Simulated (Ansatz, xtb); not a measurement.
Ranking isomers of C2H8BO2+

8 gas-phase structures of C2H8BO2+, found in a search over its isomers (lower ones may exist). Each was relaxed with GFN2-xTB; where two conformers were screened, the lower at r2SCAN-D4/def2-SVP is listed:

A. `CC[OH+]BO`, a singlet
B. a singlet given by its coordinates
C. `OBCC[OH2+]`, a singlet
D. `C[O+](C)BO`, a singlet
E. `CCB(O)[OH2+]`, a singlet
F. a singlet given by its coordinates
G. `C[C@H]([OH2+])BO`, a singlet
H. `C[OH+]B(C)O`, a singlet

B (Å):

```yaml
atoms:
  - { symbol: C, position_ang: [1.0790, 1.1088, -2.0129] }
  - { symbol: C, position_ang: [-1.2355, -0.5750, -0.2357] }
  - { symbol: B, position_ang: [0.3286, -0.5088, -0.2906] }
  - { symbol: O, position_ang: [1.2109, 0.1587, -0.9675] }
  - { symbol: O, position_ang: [1.0433, -1.4369, 0.6461] }
  - { symbol: H, position_ang: [1.4320, 2.0709, -1.6404] }
  - { symbol: H, position_ang: [1.7155, 0.7853, -2.8364] }
  - { symbol: H, position_ang: [0.0459, 1.1960, -2.3474] }
  - { symbol: H, position_ang: [-1.6030, -1.5844, -0.0719] }
  - { symbol: H, position_ang: [-1.7013, -0.2066, -1.1453] }
  - { symbol: H, position_ang: [-1.6285, 0.0375, 0.5754] }
  - { symbol: H, position_ang: [2.0029, -1.3032, 0.7303] }
  - { symbol: H, position_ang: [0.6019, -1.7693, 1.4418] }
```

Close contacts (Å): C1–O4 1.42, C2–B3 1.57, B3–O4 1.30, B3–O5 1.50, C1–H6 1.09, C1–H7 1.09, C1–H8 1.09, C2–H9 1.09, C2–H10 1.09, C2–H11 1.09, O5–H12 0.97, O5–H13 0.97.

F (Å):

| atom | x (Å) | y (Å) | z (Å) |
| --- | --- | --- | --- |
| C | -3.3850 | 0.1539 | 1.1141 |
| C | -2.1315 | 0.9674 | 0.8399 |
| B | -0.8317 | 0.2494 | -1.1494 |
| O | -1.2046 | 0.1828 | 0.0797 |
| O | 0.1772 | -0.7687 | -1.4613 |
| H | -3.8969 | -0.0863 | 0.1858 |
| H | -4.0545 | 0.7356 | 1.7399 |
| H | -3.1391 | -0.7680 | 1.6341 |
| H | -2.3693 | 1.8847 | 0.2958 |
| H | -1.6191 | 1.2141 | 1.7732 |
| H | -1.1070 | 0.9644 | -2.0300 |
| H | 0.4152 | -1.0159 | -2.3670 |
| H | 0.3739 | -1.4236 | -0.7690 |

Close contacts (Å): C1–C2 1.52, C2–O4 1.43, B3–O4 1.29, B3–O5 1.47, C1–H6 1.09, C1–H7 1.09, C1–H8 1.09, C2–H9 1.09, C2–H10 1.09, B3–H11 1.17, O5–H12 0.97, O5–H13 0.97.

Estimate their order in r2SCAN-D4/def2-SVP energy at these geometries, lowest first.

Calculated order at r2SCAN-D4/def2-SVP: E (0.0), H (1.6), B (21.7), A (47.9), F (76.9), D (89.9), C (130.7), G (150.8) kJ/mol. Less than 1 kcal/mol parts E and H, so the order within that pair means little.

Energies above the lowest of each column, in kJ/mol; the last columns are at PBE0-D3(BJ)/def2-SVP geometries and were run for some of them only (a dash: not run or not comparable):

```csv
structure,GFN2-xTB,HF/STO-3G,r2SCAN-D4/def2-SVP,PBE0-D3(BJ)/def2-SVP,CCSD(T)/def2-SVP + ΔMP2/def2-TZVPP
E,33.0,33.8,0.0,0.0,0.0
H,24.6,0.0,1.6,11.0,6.8
B,34.7,17.1,21.7,33.3,32.4
A,0.0,32.3,47.9,54.6,–
F,24.1,55.0,76.9,86.7,–
D,16.5,40.1,89.9,–,–
C,122.2,135.1,130.7,–,–
G,125.1,176.3,150.8,–,–
```

CCSD(T)/def2-SVP + ΔMP2/def2-TZVPP puts E lowest of those it was run on; GFN2-xTB picks A, HF/STO-3G picks H. Some further structures that were screened fall inside this span and aren't listed. Flexible structures stand in one conformer each, not always the lowest. Frequencies (PBE0-D3(BJ)/def2-SVP) were run for B, E, H alone. ΔMP2 is the change of the MP2 energy from the smaller to the larger basis.

Over these structures GFN2-xTB departs from r2SCAN-D4/def2-SVP by 32.5 kJ/mol on average once a common shift is removed. A GFN2-xTB relaxation took about 0.13 s and the r2SCAN-D4/def2-SVP energy about 1.6 s on a shared host (Ansatz 0.2.0, xtb 6.7.1).
